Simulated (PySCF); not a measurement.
B(Cl)3(OH2), H2BCl3O, singlet (PBE0/def2-SVP optimised geometry):

```
7

B     -0.514    -0.056     0.000
Cl    -1.260    -1.268    -1.143
Cl    -1.278     1.564     0.000
Cl     1.312    -0.056     0.000
O     -0.852    -0.727     1.474
H      0.012    -0.943     1.868
H     -1.312    -1.564     1.282
```

Computed with PBE0/def2-TZVP (PySCF).

Q: What are the frontier orbital energies and the dipole moment?

A: HOMO-2 -8.94 eV, HOMO-1 -8.78 eV, HOMO -8.35 eV, LUMO -0.46 eV, LUMO+1 1.15 eV; dipole moment 4.66 D.

On the same geometry PBE/def2-TZVP (PySCF 2.14.0) gives HOMO-2 -7.53 eV, HOMO-1 -7.35 eV, HOMO -6.94 eV, LUMO -1.37 eV, LUMO+1 0.16 eV; dipole moment 4.52 D.

Meta-Löwdin charges at PBE0/def2-TZVP: B1 0.13, Cl2 -0.18, Cl3 -0.13, Cl4 -0.18, O5 -0.42, H6 0.39, H7 0.39.
